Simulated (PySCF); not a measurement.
# V (vanadium, neutral): UHF calculation

Configuration: [Ar] 3d3 4s2, high-spin 4F determinant. Calculation: PySCF 2.14, in x2c-TZVPPall with one added diffuse shell each of s, p, d, f type (7s6p5d3f1g, 80 functions); the spin-free X2C one-electron Hamiltonian (Gaussian nucleus).

```json
{"Total energy": "-948.133902 hartree", "One-electron energy": "-1301.2770 hartree", "Hartree (Coulomb) energy": "397.7483 hartree", "Exchange energy": "-44.6051 hartree", "⟨S²⟩": "3.7629", "⟨L²⟩": "12.032", "Sum of ⟨r⟩": "21.63 bohr", "Sum of ⟨r²⟩": "47.30 bohr²", "Langevin diamagnetic susceptibility": "-37.5 ×10⁻⁶ cm³/mol"}
```

```json
{"shell": "1s α", "electrons": "1", "mean orbital energy (eV)": "-5520.4", "rms radius, mean of both spins (bohr)": "0.0768"}
{"shell": "1s β", "electrons": "1", "mean orbital energy (eV)": "-5520.4", "rms radius, mean of both spins (bohr)": "0.0768"}
{"shell": "2s α", "electrons": "1", "mean orbital energy (eV)": "-658.11", "rms radius, mean of both spins (bohr)": "0.332"}
{"shell": "2s β", "electrons": "1", "mean orbital energy (eV)": "-656.51", "rms radius, mean of both spins (bohr)": "0.332"}
{"shell": "2p α", "electrons": "3", "mean orbital energy (eV)": "-546.66", "rms radius, mean of both spins (bohr)": "0.303"}
{"shell": "2p β", "electrons": "3", "mean orbital energy (eV)": "-545.06", "rms radius, mean of both spins (bohr)": "0.303"}
{"shell": "3s α", "electrons": "1", "mean orbital energy (eV)": "-90.599", "rms radius, mean of both spins (bohr)": "1.02"}
{"shell": "3s β", "electrons": "1", "mean orbital energy (eV)": "-84.879", "rms radius, mean of both spins (bohr)": "1.02"}
{"shell": "3p α", "electrons": "3", "mean orbital energy (eV)": "-58.601", "rms radius, mean of both spins (bohr)": "1.11"}
{"shell": "3p β", "electrons": "3", "mean orbital energy (eV)": "-51.588", "rms radius, mean of both spins (bohr)": "1.11"}
{"shell": "3d α", "electrons": "3", "mean orbital energy (eV)": "-13.738", "rms radius, mean of both spins (bohr)": "1.51"}
{"shell": "4s α", "electrons": "1", "mean orbital energy (eV)": "-6.793", "rms radius, mean of both spins (bohr)": "3.89"}
{"shell": "4s β", "electrons": "1", "mean orbital energy (eV)": "-5.913", "rms radius, mean of both spins (bohr)": "3.89"}
```

Densities and radii are taken from the X2C orbitals without a picture-change correction, which distorts them close to the nucleus.

Spin-orbit constants ζ (cm⁻¹) from the X2C one-electron operator on these orbitals: bare nucleus, nucleus screened by l(l+1)(2l+1)/3 electrons, and screened by the Breit-Pauli mean field of the electrons.

```json
{"shell": "2p", "bare": "40590", "screened nucleus": "37060", "mean field": "35430"}
{"shell": "3p", "bare": "4572", "screened nucleus": "4175", "mean field": "3964"}
{"shell": "3d", "bare": "349.1", "screened nucleus": "197.3", "mean field": "171.0"}
```

To first order the Landé constant is A = 57.01 cm⁻¹, so the lowest level has J = 3/2 and lies 0.0424 eV below the centre of the term. This holds in LS coupling only.
